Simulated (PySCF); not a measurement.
Job file and geometry (Å, from GFN2-xTB) of an NMR shielding run on SMILES BCc1c(OC)c(=O)c1=O, C6H7BO3, GIAO PBE0/pcSseg-1 NMR shielding, non-relativistic, gas phase in PySCF 2.14.0, density-fitted response routines; density fitting, a coarse starting grid and PySCF grid level 2 are the driver's defaults:

```
$ OMP_NUM_THREADS=1 python probes_run.py task.json out

{"job": {"kind": "nmr", "xc": "PBE0", "basis": "pcSseg-1"}, "charge": 0, "multiplicity": 1}
B     -2.761265     0.850740    -0.225575
C     -1.900188    -0.162551     0.627259
C     -0.632368    -0.581617     0.010165
C      0.671214    -0.135013     0.069446
O      1.239128     0.831973     0.770396
C      2.638563     1.009208     0.583603
C      1.154251    -1.140786    -0.913970
O      2.212943    -1.409016    -1.415158
C     -0.300117    -1.633110    -0.971586
O     -0.907582    -2.495358    -1.544325
H     -3.779482     1.209400     0.216429
H     -2.390683     1.239416    -1.260951
H     -1.706658     0.279785     1.608610
H     -2.520722    -1.048486     0.795281
H      2.927853     1.824559     1.243297
H      2.862459     1.269981    -0.452615
H      3.185657     0.102904     0.849786
```

Problem. Write the output of this run.

Solution. 
```
coarse grid: 15200 points
cycle   1  E = -482.3232078424  dE =  1.898e+00  |g| = 1.183e+00  |ddm| = 4.059e+00
cycle   2  E = -480.8305307016  dE =  1.493e+00  |g| = 3.002e+00  |ddm| = 4.888e+00
cycle   3  E = -482.5894915244  dE = -1.759e+00  |g| = 2.180e-01  |ddm| = 3.855e+00
cycle   4  E = -482.5949057938  dE = -5.414e-03  |g| = 1.607e-01  |ddm| = 3.220e-01
cycle   5  E = -482.5999766386  dE = -5.071e-03  |g| = 3.742e-02  |ddm| = 1.715e-01
cycle   6  E = -482.6002754729  dE = -2.988e-04  |g| = 8.481e-03  |ddm| = 3.876e-02
cycle   7  E = -482.6002884703  dE = -1.300e-05  |g| = 3.395e-03  |ddm| = 1.084e-02
cycle   8  E = -482.6002902869  dE = -1.817e-06  |g| = 1.540e-03  |ddm| = 5.151e-03
final grid: 149688 points
cycle   9  E = -482.6892266540  dE =  5.394e-06  |g| = 1.987e-02  |ddm| = 3.407e-02
cycle  10  E = -482.6889497132  dE =  2.769e-04  |g| = 4.293e-02  |ddm| = 5.078e-02
cycle  11  E = -482.6892981261  dE = -3.484e-04  |g| = 4.007e-03  |ddm| = 3.798e-02
cycle  12  E = -482.6893013540  dE = -3.228e-06  |g| = 6.034e-04  |ddm| = 3.359e-03
cycle  13  E = -482.6893014152  dE = -6.117e-08  |g| = 2.304e-04  |ddm| = 7.780e-04
cycle  14  E = -482.6893014255  dE = -1.038e-08  |g| = 8.056e-05  |ddm| = 3.471e-04
cycle  15  E = -482.6893014269  dE = -1.417e-09  |g| = 2.505e-05  |ddm| = 1.134e-04
cycle  16  E = -482.6893014271  dE = -1.305e-10  |g| = 5.673e-06  |ddm| = 2.819e-05
converged SCF energy = -482.6893014271

GIAO shielding tensors (ppm)
atom      isotropic    diamagn.    paramagn.     s11        s22        s33       span
  0 B        9.791     191.003    -181.212    -58.566    -39.350    127.288    185.854
  1 C      154.280     250.840     -96.559    131.031    159.557    172.253     41.222
  2 C      -13.726     260.297    -274.023    -93.139    -81.471    133.431    226.570
  3 C      -18.722     258.092    -276.814   -106.945    -37.490     88.270    195.215
  4 O      187.644     400.446    -212.802     42.328    204.638    315.967    273.639
  5 C      126.078     244.378    -118.299     97.783    100.041    180.411     82.628
  6 C      -13.875     256.033    -269.908    -84.607     -8.084     51.067    135.675
  7 O     -251.241     398.606    -649.847   -800.964   -273.503    320.745   1121.709
  8 C      -10.690     252.200    -262.890    -94.622     -2.464     65.016    159.639
  9 O     -212.408     397.768    -610.176   -719.199   -286.804    368.779   1087.978
 10 H       23.731      28.758      -5.027     16.586     26.587     28.019     11.433
 11 H       23.997      28.883      -4.885     15.634     27.900     28.458     12.824
 12 H       28.672      30.153      -1.482     23.224     29.834     32.957      9.733
 13 H       28.499      28.632      -0.133     23.635     28.528     33.334      9.699
 14 H       27.498      28.060      -0.561     24.044     26.030     32.422      8.378
 15 H       27.112      29.082      -1.970     23.934     25.418     31.984      8.050
 16 H       27.098      28.471      -1.373     23.909     25.474     31.911      8.002
```

Size and cost of the density-fitted run: 205 basis functions, 92 s wall time on 1 thread of an Arm Neoverse N1, shared host; peak memory 0.91 GiB.
